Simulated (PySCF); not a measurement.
Compound: C6H4F3 (charge -1).
Numbering: `[C-:1]#[C:2][CH2:3][CH2:4][C:5]([F:6])=[C:7]([F:8])[F:9]` (hydrogens: H10, H11 on C3; H12, H13 on C4)

Computed geometry: GFN2-xTB, gas phase.

**Question.** List the bond lengths, angles and torsions at this level.

**Answer.** 
```tsv
bond	length (Å)	order
C1≡C2	1.225	triple
C2–C3	1.474	single
C3–C4	1.560	single
C4–C5	1.475	single
C5–F6	1.369	single
C5=C7	1.346	double
C7–F8	1.353	single
C7–F9	1.348	single
C3–H10, C3–H11	1.102	single
C4–H12, C4–H13	1.092	single
```

Bonds in one row agree within 0.01 Å and their mean is given. Orders are formal, as drawn. A selection of angles:
```tsv
angle	degrees
C1–C2–C3	173.6
C2–C3–C4	110.7
C2–C3–H10	111.1
C4–C3–H10	108.2
H10–C3–H11	107.6
C3–C4–C5	110.6
C3–C4–H12	108.9
C3–C4–H13	108.4
C5–C4–H12	109.9
H12–C4–H13	109.3
C4–C5–F6	116.3
C4–C5–C7	126.9
F6–C5–C7	116.0
C5–C7–F8	126.4
C5–C7–F9	123.9
F8–C7–F9	109.6
```

Torsions: C2–C3–C4–C5 180° (antiperiplanar); C3–C4–C5–F6 79° (synclinal); C4–C5–C7–F8 170° (antiperiplanar). The mirror-image conformer, all signs reversed, is as good.

Of the pairs four or more bonds apart, F9···H12 is among the closest relative to their van der Waals radii: 2.67 Å, 100 % of the sum of Bondi's values. C7 (=CF2 carbon) is planar (angles 126.4°, 123.9° and 109.6°, sum 359.9°, 0.03 Å off the plane of its three neighbours). The C–F distances run from 1.348 Å (C7–F9, drawn single) to 1.369 Å (C5–F6, drawn single), a spread of 0.021 Å. The C–C distances run from 1.225 Å (C1≡C2, drawn triple) to 1.560 Å (C3–C4, drawn single), a spread of 0.335 Å. C5 (vinylic C–F carbon) is almost planar (angles 126.9°, 116.3° and 116.0°, sum 359.2°, 0.07 Å off the plane of its three neighbours).

Point group: C1 (no symmetry element, even within 0.4 Å). No frequency check.
